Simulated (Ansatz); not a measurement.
The same atomization along the group B, Al, Ga, In.

Calculated with Ansatz (gas phase, PBE0-D4/def2-TZVP geometries, no zero-point term in ΔE). CCSD(T)/CBS is the MP2 limit (def2-TZVPP, def2-QZVPP) plus CCSD(T) − MP2 in def2-TZVPP, frozen cores. This one scheme is used for every species, atoms too. DFT in def2-TZVPP. No spin–orbit coupling; open shells (•) take unrestricted orbitals. Spin–orbit coupling would lower the free atoms: a little for Al, B, C; clearly for Ga; strongly for In. def2 core potentials past Kr. Bonds to Ga, In are less sure, by a few kJ/mol each and by 10 to 20 or more in all where they break to atoms, as the def2 sets lack core-valence functions. Scalar relativity is left out up to krypton.

```
                            reaction  PBE-D4 (kJ/mol)  B97M-V (kJ/mol)  ωB97M-V (kJ/mol)  revPBE-D4 (kJ/mol)
         `BNC` → C• + B• + 6 H• + N•             3362             3309              3323                3289
`C[NH][AlH2]` → C• + Al• + 6 H• + N•             2977             2981              2966                2918
`C[NH][GaH2]` → C• + Ga• + 6 H• + N•             2878             2860              2851                2815
`C[NH][InH2]` → C• + In• + 6 H• + N•             2744             2726              2727                2679
```

Question: Give the CCSD(T)/CBS values in the same order. (An estimate is asked.)

Answer: The calculation gave: 3296, 2959, 2858, 2724 kJ/mol.

Largest T1 diagnostic: 0.018, for Al•.

For atomizations the MP2-based limit and the directly extrapolated one differ by several kJ/mol either way, and by 10 to 25 for some Ge, Se and Sn compounds, so smaller differences from it don't rank the levels.
